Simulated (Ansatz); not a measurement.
Correlation energies of CH₆AlBOS, SMILES `OC[BH][AlH][SH]` by basis set

```
atom   x (Å)   y (Å)   z (Å)
  O1  -1.445  -0.035  -0.333
  C2  -0.634   1.179  -0.605
  B3  -0.411   0.623   0.834
 Al4   1.151  -0.761   1.154
  S5   1.611  -1.962  -0.665
  H6  -1.008  -0.806  -0.725
  H7  -1.320   1.998  -0.797
  H8   0.058   1.018  -1.429
  H9  -1.091   1.085   1.702
 H10   1.977  -1.265   2.411
 H11   1.113  -1.074  -1.545
```

Total charge 0; spin multiplicity 1. All single points use the PBE0-D4/def2-TZVP geometry. It is one conformer, not always the lowest. Frozen core, restricted reference, Ansatz. CBS rows extrapolate triple and quadruple zeta; past MP2 they add the triple-zeta difference.

```
     basis     HF (Eh)  MP2 corr.  CCSD corr.       (T)  CCSD(T) total
  def2-SVP  -780.03250   -0.61425    -0.67123  -0.01995     -780.72368
def2-TZVPP  -780.41959   -0.78015    -0.83107  -0.03516     -781.28582
def2-QZVPP  -780.44396   -0.83870           –         –              –
 CBS(def2)  -780.44731   -0.88207    -0.93299     as TZ     -781.41546
```
